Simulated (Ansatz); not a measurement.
Two isomers of C2H7NOSi: A = `NC1CO[SiH2]1`, B = `CNC(=O)[SiH3]`.

Calculated with Ansatz (gas phase, PBE0-D4/def2-TZVP geometries, no zero-point term in ΔE). CCSD(T)/CBS adds triple-zeta CCSD(T) − MP2 to the extrapolated MP2 energy (def2 sets, frozen cores). Functionals use def2-TZVPP. One conformer a species, not always the lowest.

A:

Z-matrix (Å, degrees):
```
C
C 1 1.559
Si 1 2.275 2 55.2
O 1 1.445 2 101.6 3 8.2
H 1 1.096 2 111.2 3 -109.2
H 1 1.094 2 114.9 3 126.3
N 2 1.439 1 120.9 3 122.1
H 2 1.094 1 109.9 3 -109.6
H 3 1.487 1 132.1 2 93.1
H 3 1.492 1 118.8 2 -97.3
H 7 1.012 2 112.1 1 -55.5
H 7 1.013 2 112.0 1 65.9
```

B:

```xyz
12

C    -1.8852   -0.8353    0.1158
N    -0.7074   -0.1006   -0.2773
C     0.4422   -0.1133    0.4391
O     0.5831   -0.7430    1.4738
Si    1.9244    0.9151   -0.2124
H    -2.1670   -1.5662   -0.6463
H    -1.6506   -1.3600    1.0404
H    -2.7291   -0.1638    0.2922
H    -0.7317    0.4486   -1.1190
H     1.5834    1.6191   -1.4824
H     3.0561   -0.0121   -0.4488
H     2.2818    1.9114    0.8249
```

Problem. Which is lower in electronic energy at CCSD(T)/CBS, and by how much? (An estimate is asked.)

Solution. The calculation gave: A, by 3.5 kcal/mol.

Problem. Give E(B) − E(A) in kcal/mol with PBE-D4, HF/def2-TZVPP, BLYP-D4, ωB97M-V, CCSD(T)/def2-TZVPP, PBE0-D4, B2PLYP. (An estimate is asked.)

Solution. Computed: PBE-D4 -2.8, HF/def2-TZVPP -0.4, BLYP-D4 -6.2, ωB97M-V 2.8, CCSD(T)/def2-TZVPP 2.5, PBE0-D4 1.4, B2PLYP -1.0. The order is the other way round with PBE-D4, HF/def2-TZVPP, BLYP-D4, B2PLYP.

Problem. Does the order hold for the free energy at 298.15 K (harmonic terms from PBE0-D4)? (Best estimate.)

Solution. The calculation gave: No: G(B) − G(A) = -0.8 kcal/mol, for one conformer each.

Largest T1 diagnostic: 0.016.

The D4 term adds +0.8 kcal/mol with B3LYP and +0.4 kcal/mol with PBE0; it sums over pairs of atoms, weighted by their polarisabilities, and B3LYP, whose exchange is more repulsive, gets the larger term. At CCSD(T), def2-SVP lies −11.0 kcal/mol from the extrapolated value and def2-TZVPP −1.0 kcal/mol.

B3LYP here is the variant with VWN-RPA as its local correlation; programs differ in this.
